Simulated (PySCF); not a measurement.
# Arsenic: a sound run and one with changed settings

Sound run: As²⁺ [Ar] 3d10 4s2 4p1, As³⁺ [Ar] 3d10 4s2. All numbers are calculated (PySCF 2.14, a scalar-relativistic core potential, in cc-pVTZ-PP with ECP10MDF). In the sound run the correlated levels freeze 3s2 3p6 3d10 outside the core potential. The sound run starts from symmetry-adapted Hartree-Fock orbitals and uses a fine grid where one is needed.

Changed run: a valence shell is frozen. This setting is unsound on purpose.

Ionisation energy of As²⁺:

```json
{"method": "UHF", "sound run (eV)": "27.475", "changed run (eV)": "27.475"}
{"method": "MP2", "sound run (eV)": "27.734", "changed run (eV)": "27.475"}
{"method": "SCS-MP2", "sound run (eV)": "27.723", "changed run (eV)": "27.475"}
{"method": "CCSD", "sound run (eV)": "27.815", "changed run (eV)": "27.475"}
{"method": "CCSD(T)", "sound run (eV)": "27.834", "changed run (eV)": "27.475"}
{"method": "CCSDT", "sound run (eV)": "n/a", "changed run (eV)": "27.475"}
{"method": "FCI", "sound run (eV)": "n/a", "changed run (eV)": "27.475"}
```

Freezing a valence shell removes pair correlation that changes on ionisation.

For comparison, NIST gives 28.349 ± 0.012 eV between the lowest levels.
